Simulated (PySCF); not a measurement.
**Electric properties by functional and basis**

AsB₂H₅.
SMILES: `BB[AsH2]`

PySCF, dipoles from the SCF density, polarisabilities from static response with core orbitals frozen. Geometry: PBE0-D3(BJ)/def2-SVP, one conformer, isolated molecule. The LDA/def2-SVPD calculation is non-relativistic and has no spin–orbit coupling, an omission that weighs most on arsenic.

The anisotropy is √(½[(α1 − α2)² + (α2 − α3)² + (α3 − α1)²]).

| level | μ (D) | α (Å³) | anisotropy (Å³) |
| --- | --- | --- | --- |
| LDA/def2-SVPD | 0.592 | 10.72 | 5.67 |
| PBE/def2-SVPD | 0.522 | 10.50 | 5.50 |
| B3LYP/def2-SVPD | 0.381 | 10.09 | 4.76 |
| PBE0/def2-SVPD | 0.427 | 10.01 | 4.72 |
| BHandHLYP/def2-SVPD | 0.404 | 9.60 | 3.99 |
| CAM-B3LYP/def2-SVPD | 0.393 | 9.82 | 4.24 |
| wB97X-D/def2-SVPD | 0.412 | 9.87 | 4.23 |
| LC-wPBE/def2-SVPD | 0.484 | 9.50 | 3.84 |
| HF/def2-SVPD | 0.633 | 9.13 | 3.11 |
| PBE0/6-31G* | 0.618 | 8.32 | 4.90 |
| PBE0/def2-SVP | 0.507 | 8.77 | 4.80 |
| PBE0/aug-cc-pVDZ | 0.422 | 10.15 | 4.75 |
| PBE0/def2-TZVP | 0.428 | 9.62 | 4.74 |
| PBE0/def2-TZVPD | 0.414 | 10.12 | 4.75 |
| PBE0/aug-cc-pVTZ | 0.412 | 10.20 | 4.75 |

The dipole runs from 0.38 D (B3LYP/def2-SVPD) to 0.63 D (HF/def2-SVPD). No reference polarisability is at hand; against PBE0 in the largest diffuse basis at hand (aug-cc-pVTZ) the other PBE0 rows deviate by 6-31G* -18%, def2-SVP -14%, def2-SVPD -2%, aug-cc-pVDZ 0%, def2-TZVP -6%, def2-TZVPD -1%. In one basis (def2-SVPD) the functionals order the polarisability from HF (lowest) to LDA (highest), a spread of 17%. With PBE0 the polarisability is 8.90 Å³ without diffuse functions (mean of 6-31G*, def2-SVP and def2-TZVP) and 10.12 Å³ with them (mean of def2-SVPD, aug-cc-pVDZ, def2-TZVPD and aug-cc-pVTZ).
